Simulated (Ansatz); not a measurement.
**Worked example: SnHF3 + CF3 → SnHF2 + CF4**

Gas-phase species: SnHF3 `[F][SnH]([F])[F]`, singlet; CF3 (trifluoromethyl radical) `F[C](F)F`, doublet; SnHF2 `[F][SnH][F]`, doublet; CF4 (tetrafluoromethane) `FC(F)(F)F`, singlet. A radical takes F: the energy is the difference in strength between the Sn–F bond broken and the C–F bond made.

Shapes, held fixed at every level: PBE0-D4/def2-TZVP. Programs: Ansatz 0.2.0. The zero-point and thermal change to 298 K, harmonic and unscaled (PBE0-D4/def2-TZVP), is +1.8 kJ/mol.

At CCSD(T)/def2-TZVPP; 1 Eh = 2625.50 kJ/mol:

| species | energy (Eh) |
| --- | --- |
| SnHF3 | -513.569482 |
| CF3 | -337.187416 |
| SnHF2 | -413.763209 |
| CF4 | -437.019276 |

Question: Work out ΔH(298 K) of the reaction at this level.

Answer: 
1. Products less reactants: (-413.763209) + (-437.019276) − [(-513.569482) + (-337.187416)] = -0.025587 Eh = -67.2 kJ/mol.
2. With the thermal change: -67.2 + (+1.8) = -65.4 kJ/mol.

Other levels give -88.8 (CCSD(T)/def2-SVP) to -62.6 kJ/mol (B2PLYP/def2-TZVPP). No measured value is set beside it here. Open shells run unrestricted. For atoms past krypton def2 sets carry core potentials with scalar relativity. Outer-core shells of Sn are correlated, in sets that cover them unevenly.
